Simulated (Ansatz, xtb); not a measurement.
Ranking isomers of F2H5NSi2

5 gas-phase structures of F2H5NSi2, found in a search over its isomers (lower ones may exist). Each was relaxed with GFN2-xTB; where two conformers were screened, the lower at r2SCAN-D4/def2-SVP is listed:

A. `F[SiH2]N[SiH2]F`, a singlet
B. `N[SiH2][SiH](F)F`, a singlet
C. `N[Si](F)(F)[SiH3]`, a singlet
D. `N[Si@H](F)[SiH2]F`, a singlet
E. `F[SiH](F)N[SiH3]`, a singlet

Task: Which do you expect lowest at r2SCAN-D4/def2-SVP, and how would the others follow?

Result: Calculated order at r2SCAN-D4/def2-SVP: E (0.000), A (0.284), C (0.563), B (1.128), D (1.236) eV.

Energies above the lowest of each column, in eV; the last columns are at B3LYP-D3(BJ)/def2-SVP geometries and were run for some of them only (a dash: not run or not comparable):

```tsv
structure	GFN2-xTB	HF/STO-3G	r2SCAN-D4/def2-SVP	B3LYP-D3(BJ)/def2-SVP	CCSD(T)/def2-SVP + ΔMP2/def2-TZVPP
E	0.207	0.000	0.000	0.000	0.000
A	0.000	0.294	0.284	0.039	0.038
C	1.510	0.450	0.563	0.591	–
B	1.295	0.998	1.128	–	–
D	1.235	1.059	1.236	–	–
```

CCSD(T)/def2-SVP + ΔMP2/def2-TZVPP has A and E within 1 kcal/mol of each other at the bottom, and every level picks one of them. Flexible structures stand in one conformer each, not always the lowest. Frequencies (B3LYP-D3(BJ)/def2-SVP) were run for A, E alone. ΔMP2 is the change of the MP2 energy from the smaller to the larger basis.

Over these structures GFN2-xTB departs from r2SCAN-D4/def2-SVP by 0.296 eV on average once a common shift is removed. A GFN2-xTB relaxation took about 0.094 s and the r2SCAN-D4/def2-SVP energy about 0.92 s on a shared host (Ansatz 0.2.0, xtb 6.7.1).
